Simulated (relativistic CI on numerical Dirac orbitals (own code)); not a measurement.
# Cd⁴⁺: 3p photoemission

Computed with this model: Dirac-Coulomb-Breit CI, separate exchange-only KLI orbitals for each configuration, model QED (radiative potential, 1s self-energy scaled to tabulated hydrogen-like ionisation energies), valence Slater integrals scaled by 0.8, multiplet model of photoemission in the sudden approximation; configurations [Kr] 4d8 → [Ne] 3s2 3p5 3d10 4s2 4p6 4d8; 300 K; Lorentzian 2 eV and Gaussian 0.6 eV FWHM. Energies are those of the free ion, without screening or charge transfer. The energies are binding energies and can lie tens of eV above those of solids. S is read from ⟨S²⟩ = S(S + 1).

free ion: ground-state S = 0.99, centroid 697.38 eV. Peaks (eV, height): 685.6 (100), 720.6 (54).

Strongest unbroadened transitions for free ion:

```csv
Energy (eV),Relative strength
685.47,100.0
685.49,75.6
685.65,57.7
685.87,31.6
686.10,2.5
686.42,6.1
686.50,6.2
686.55,4.7
687.53,2.6
687.98,8.1
688.00,3.6
688.92,0.2
689.09,1.0
720.58,65.8
720.71,83.3
721.22,0.8
723.48,0.1
723.78,0.0
```
